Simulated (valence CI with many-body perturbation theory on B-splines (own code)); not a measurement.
## E1 line list for Ir71+

Method: relativistic CI+MBPT: four valence electrons over a frozen Dirac-Fock core [He], a basis of 11 s, 11 p, 10 d, 8 f, 5 g, 2 h functions for each j, with the one-electron correlation potential Σ1, the two-electron term Σ2, the three-electron term Σ3, Breit, model QED; selected CI, second order for the rest, scaled by the run's own slope (own B-spline code, finite nucleus).

The last digits are not significant, and no measured levels were compared; by estimate large intervals hold to a few tenths of a per cent, small ones and those within an open d or f shell to about a per cent. Among the levels kept, up to 1400 cm⁻¹ of a level comes from second order outside the variational space, and about a tenth of that is noise between levels of different J, which matters for small intervals.

Lines 51 to 100 of 600 in falling wavelength, among levels below 16146 eV, chosen from the strongest by gf and those to the six lowest levels. Wavelengths and rates use the calculated energies. Electric multipoles are in the length gauge, E1 and E2 with the static RPA response of the core. Weak lines are less certain than strong ones. Lines between different terms over intervals too small for the method are left out, as are lines whose strength nearly cancels. The highest levels of a list are the least certain.

Levels are named by their leading jj configuration (3d3/2^4 stands for four electrons in 3d with j = 3/2), which in mixed levels can hold well under half, so a name can repeat and another be missing. Letters in brackets count levels of one name in rising energy.

| λ vac (Å) | Upper | Lower | A (s⁻¹) | log gf | Branch % |
| --- | --- | --- | --- | --- | --- |
| 48.61 | (2s^2 2p1/2 4p3/2) J=2 | (2s^2 2p1/2 4s) J=1 | 5.39e+11 | -0.02 | 0.7 |
| 48.47 | (2s 2p1/2 2p3/2 3p3/2) J=4 | (2s^2 2p3/2 3p3/2) J=3 | 4.47e+10 | -0.85 | 0.8 |
| 48.37 | (2s 2p1/2^2 4p3/2) J=1 | (2s 2p1/2^2 4s) J=1 | 1.61e+11 | -0.77 | 0.0 |
| 42.31 | (2s 2p1/2 2p3/2^2) J=3 | (2s^2 2p3/2^2) J=2 | 1.71e+10 | -1.49 | 0.4 |
| 40.69 | (2s 2p1/2^2 2p3/2) J=2 | (2s^2 2p1/2 2p3/2) J=2 | 1.60e+10 | -1.70 | 43.2 |
| 38.39 | (2s 2p1/2^2 2p3/2) J=2 | (2s^2 2p1/2 2p3/2) J=1 | 2.10e+10 | -1.63 | 56.7 |
| 32.21 | (2s 2p1/2 2p3/2^2) J=1 [a] | (2s^2 2p3/2^2) J=2 | 3.39e+10 | -1.80 | 0.1 |
| 31.51 | (2p1/2^2 2p3/2 3d5/2) J=4 | (2s 2p1/2 2p3/2 3d5/2) J=5 | 8.49e+10 | -0.94 | 0.3 |
| 31.50 | (2s 2p1/2 2p3/2^2) J=2 [b] | (2s^2 2p3/2^2) J=2 | 2.80e+10 | -1.68 | 0.1 |
| 31.18 | (2s 2p1/2^2 2p3/2) J=1 | (2s^2 2p1/2 2p3/2) J=2 | 6.13e+10 | -1.57 | 0.3 |
| 29.82 | (2s 2p1/2^2 2p3/2) J=1 | (2s^2 2p1/2 2p3/2) J=1 | 1.37e+10 | -2.26 | 0.1 |
| 22.06 | (2s 2p1/2 2p3/2 3d3/2) J=3 [b] | (2s 2p1/2 2p3/2 3p1/2) J=2 [b] | 5.62e+11 | -0.54 | 0.0 |
| 21.99 | (2s 2p1/2 2p3/2 3d3/2) J=1 [d] | (2s 2p1/2 2p3/2 3p1/2) J=1 [c] | 5.74e+11 | -0.90 | 0.0 |
| 21.99 | (2s 2p1/2 2p3/2 3d3/2) J=2 [d] | (2s 2p1/2 2p3/2 3p1/2) J=1 [c] | 6.07e+11 | -0.66 | 0.0 |
| 21.76 | (2s^2 2p1/2 3d3/2) J=1 | (2s^2 2p1/2 3p1/2) J=0 | 7.78e+11 | -0.78 | 0.0 |
| 21.73 | (2s 2p1/2 2p3/2 3d3/2) J=2 [b] | (2s 2p1/2 2p3/2 3p1/2) J=2 [b] | 8.43e+11 | -0.52 | 0.0 |
| 21.50 | (2s 2p3/2^2 3d3/2) J=1 [b] | (2s 2p3/2^2 3p1/2) J=0 | 4.99e+11 | -0.98 | 0.0 |
| 21.48 | (2s 2p3/2^2 3p3/2) J=3 [a] | (2s 2p3/2^2 3s) J=2 [a] | 8.08e+11 | -0.41 | 0.3 |
| 21.36 | (2s 2p1/2 2p3/2 3d3/2) J=1 [b] | (2s 2p1/2 2p3/2 3p1/2) J=2 [b] | 1.16e+12 | -0.62 | 0.1 |
| 21.29 | (2s 2p3/2^2 3p3/2) J=1 [b] | (2s 2p3/2^2 3s) J=0 | 1.20e+12 | -0.61 | 0.2 |
| 21.26 | (2s^2 2p3/2 3d3/2) J=2 | (2s^2 2p3/2 3p1/2) J=2 | 6.11e+11 | -0.68 | 0.0 |
| 21.25 | (2s 2p1/2 2p3/2 3d3/2) J=2 [a] | (2s 2p1/2 2p3/2 3p1/2) J=2 [a] | 6.25e+11 | -0.67 | 0.1 |
| 21.22 | (2p1/2 2p3/2^2 3p3/2) J=2 | (2p1/2 2p3/2^2 3s) J=1 [a] | 7.56e+11 | -0.59 | 0.1 |
| 21.20 | (2p1/2^2 2p3/2 3d3/2) J=2 | (2p1/2^2 2p3/2 3p1/2) J=2 | 6.05e+11 | -0.69 | 0.3 |
| 21.20 | (2s 2p3/2^2 3d3/2) J=3 [b] | (2s 2p3/2^2 3p1/2) J=2 [b] | 1.22e+12 | -0.24 | 0.1 |
| 21.20 | (2s^2 2p3/2 3d3/2) J=2 | (2s^2 2p3/2 3p1/2) J=1 | 6.36e+11 | -0.67 | 0.0 |
| 21.17 | (2p1/2 2p3/2^2 3p3/2) J=0 | (2p1/2 2p3/2^2 3s) J=1 [a] | 1.71e+12 | -0.94 | 0.3 |
| 21.16 | (2p1/2^2 2p3/2 3d3/2) J=2 | (2p1/2^2 2p3/2 3p1/2) J=1 | 6.31e+11 | -0.67 | 0.3 |
| 21.14 | (2s 2p3/2^2 3d3/2) J=2 [b] | (2s 2p3/2^2 3p1/2) J=1 [b] | 7.09e+11 | -0.62 | 0.0 |
| 21.13 | (2s 2p1/2^2 3d3/2) J=1 | (2s 2p1/2^2 3p1/2) J=0 | 8.71e+11 | -0.76 | 0.3 |
| 21.13 | (2s 2p1/2 2p3/2 3p3/2) J=1 [a] | (2s 2p1/2 2p3/2 3s) J=1 [a] | 1.50e+12 | -0.52 | 0.4 |
| 21.12 | (2s 2p3/2^2 3d3/2) J=3 [a] | (2s 2p3/2^2 3p1/2) J=3 | 7.40e+11 | -0.46 | 0.0 |
| 21.12 | (2s 2p3/2^2 3d3/2) J=2 [a] | (2s 2p3/2^2 3p1/2) J=2 [a] | 1.04e+12 | -0.46 | 0.1 |
| 21.09 | (2s 2p1/2^2 3p3/2) J=1 | (2s 2p1/2^2 3s) J=0 | 1.28e+12 | -0.59 | 0.2 |
| 21.05 | (2s 2p3/2^2 3d3/2) J=3 [a] | (2s 2p3/2^2 3p1/2) J=2 [a] | 5.71e+11 | -0.58 | 0.0 |
| 21.05 | (2s 2p1/2 2p3/2 3d3/2) J=2 [c] | (2s 2p1/2 2p3/2 3p1/2) J=1 [b] | 8.64e+11 | -0.54 | 0.4 |
| 21.02 | (2s 2p3/2^2 3d3/2) J=4 | (2s 2p3/2^2 3p1/2) J=3 | 1.29e+12 | -0.11 | 0.1 |
| 21.01 | (2s 2p3/2^2 3p3/2) J=1 [a] | (2s 2p3/2^2 3s) J=2 [a] | 1.95e+12 | -0.41 | 0.3 |
| 20.98 | (2s 2p3/2^2 3d3/2) J=1 [a] | (2s 2p3/2^2 3p1/2) J=2 [a] | 1.39e+12 | -0.56 | 0.1 |
| 20.94 | (2s^2 2p3/2 3d3/2) J=3 | (2s^2 2p3/2 3p1/2) J=2 | 1.30e+12 | -0.22 | 0.1 |
| 20.94 | (2p1/2^2 2p3/2 3p3/2) J=1 | (2p1/2^2 2p3/2 3s) J=1 | 1.43e+12 | -0.55 | 0.3 |
| 20.92 | (2s 2p3/2^2 3p3/2) J=3 [b] | (2s 2p3/2^2 3s) J=2 [b] | 1.99e+12 | -0.04 | 0.4 |
| 20.92 | (2s 2p1/2 2p3/2 3d3/2) J=3 [c] | (2s 2p1/2 2p3/2 3p1/2) J=2 [c] | 1.30e+12 | -0.22 | 0.9 |
| 20.91 | (2s 2p3/2^2 3d3/2) J=2 [c] | (2s 2p3/2^2 3p1/2) J=2 [b] | 3.99e+11 | -0.88 | 0.0 |
| 20.91 | (2p1/2^2 2p3/2 3d3/2) J=3 | (2p1/2^2 2p3/2 3p1/2) J=2 | 1.29e+12 | -0.23 | 1.5 |
| 20.90 | (2s 2p3/2^2 3p3/2) J=0 | (2s 2p3/2^2 3s) J=1 [b] | 1.92e+12 | -0.90 | 5.6 |
| 20.88 | (2s 2p1/2^2 3d3/2) J=2 | (2s 2p1/2^2 3p1/2) J=1 | 1.29e+12 | -0.38 | 0.4 |
| 20.88 | (2s 2p1/2 2p3/2 3d3/2) J=3 [a] | (2s 2p1/2 2p3/2 3p1/2) J=2 [a] | 1.18e+12 | -0.27 | 0.2 |
| 20.87 | (2s 2p3/2^2 3d3/2) J=2 [c] | (2s 2p3/2^2 3p1/2) J=1 [b] | 4.84e+11 | -0.80 | 0.0 |
| 20.86 | (2s 2p1/2 2p3/2 3d3/2) J=2 [a] | (2s 2p1/2 2p3/2 3p1/2) J=1 [a] | 6.57e+11 | -0.67 | 0.1 |
